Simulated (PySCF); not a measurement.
SMILES [CH2][Si](Cl)(Cl)Cl (CH2Cl3Si), doublet, CAM-B3LYP/def2-SVP optimised geometry.

```
7

C     -1.31    -1.86    -1.46
Si    -0.69    -0.97     0.00
Cl    -1.36     0.97     0.00
Cl     1.36    -0.97     0.00
Cl    -1.35    -1.85     1.73
H     -2.38    -1.91    -1.69
H     -0.65    -2.39    -2.15
```

Density from unrestricted CAM-B3LYP/def2-TZVP (PySCF) at that geometry.

Minimum of the electron density along straight lines between bonded atoms, close to the bond critical point (lines longer than 1.1 times the sum of covalent radii, or with two minima, are not listed):

```csv
bond,length / Å,ρ at the minimum / e bohr⁻³,∇²ρ there / e bohr⁻⁵,position (fraction from the first atom)
C1–Si2,1.824,[?],[?],0.61
Si2–Cl3,2.052,0.103,0.20,0.36
Si2–Cl4,2.049,0.104,0.20,0.36
Si2–Cl5,2.053,0.103,0.20,0.36
C1–H6,1.094,0.275,-0.95,0.65
C1–H7,1.094,0.276,-0.95,0.65
```

Question: Complete the blanks.

Answer: 
- C1–Si2, ρ at the minimum / e bohr⁻³: 0.135
- C1–Si2, ∇²ρ there / e bohr⁻⁵: 0.22
